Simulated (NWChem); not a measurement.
System: BSiH$_{5}$; SMILES B[SiH3]

```xyz
7

B     -0.0013     1.4131     0.0113
H      1.0216     2.0407     0.1548
H     -1.0128     2.0374    -0.2080
Si    -0.0024    -0.6010     0.0391
H      0.2646    -1.0195    -1.3806
H     -1.3134    -1.1980     0.4450
H      1.0763    -1.1919     0.8920
```
Atoms are numbered in this order, from 1.

Level: PBE0/def2-SVP (NWChem), optimised geometry, unscaled harmonic frequencies. 

```tsv
frequency (cm⁻¹)	IR intensity (km/mol)
84	0.0
393	25.8
438	9.4
640	2.7
741	20.7
874	107.0
906	44.4
920	29.2
959	50.4
1154	23.0
2186	60.6
2222	69.1
2226	102.1
2584	76.0
2682	84.8
```

The zero-point energy is 27.2 kcal/mol and the thermal correction to the enthalpy at 298.15 K (with zero-point energy) comes out as 30.7 kcal/mol. The heat capacity Cv is 14.7 cal/(mol K), the entropy at 298.15 K and 1 atm (symmetry number 1) is 65.5 cal/(mol K) and the dipole moment comes out as 0.42 D.

Rigid rotor and harmonic oscillator; modes under 100 cm⁻¹ make the entropy uncertain.
